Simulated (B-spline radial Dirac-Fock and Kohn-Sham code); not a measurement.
## X-ray lines that fill the L1 vacancy in Dy³⁺

System: Dy³⁺, configuration [Xe] 4f7 6s2 (not the ground configuration).

Model: one-electron (LDA, Dirac) transition rates at Dirac-Fock energies. Program: a B-spline atomic structure program.

| line | multipole | energy (eV) | width (meV) | share (%) |
| --- | --- | --- | --- | --- |
| L1-L2 | E1 | 472.4 | 0.148 | 0.0315 |
| L1-L3 | E1 | 1263.1 | 6.37 | 1.36 |
| Lβ4 (L1-M2) | E1 | 7204.2 | 146 | 31.1 |
| Lβ3 (L1-M3) | E1 | 7371.0 | 205 | 43.6 |
| L1-M4 | E2 | 7718.6 | 3.39 | 0.722 |
| L1-M5 | E2 | 7754.0 | 5.07 | 1.08 |
| Lγ2 (L1-N2) | E1 | 8713.5 | 35.4 | 7.54 |
| Lγ3 (L1-N3) | E1 | 8751.2 | 51.9 | 11.0 |
| L1-N4 | E2 | 8888.4 | 0.464 | 0.0987 |
| L1-N5 | E2 | 8895.3 | 0.718 | 0.153 |
| L1-O2 | E1 | 9043.0 | 6.25 | 1.33 |
| Lγ4 (L1-O3) | E1 | 9049.1 | 9.16 | 1.95 |

The listed lines hold 100.0 % of the radiative rate. The radiative width is 0.470 eV in the length form and 0.471 eV in the velocity form; the two differ because the transition energies are not eigenvalue differences of the potential that gave the orbitals.

Values without a named source are computed, but for edge energies of neutral atoms, which are taken from tables.
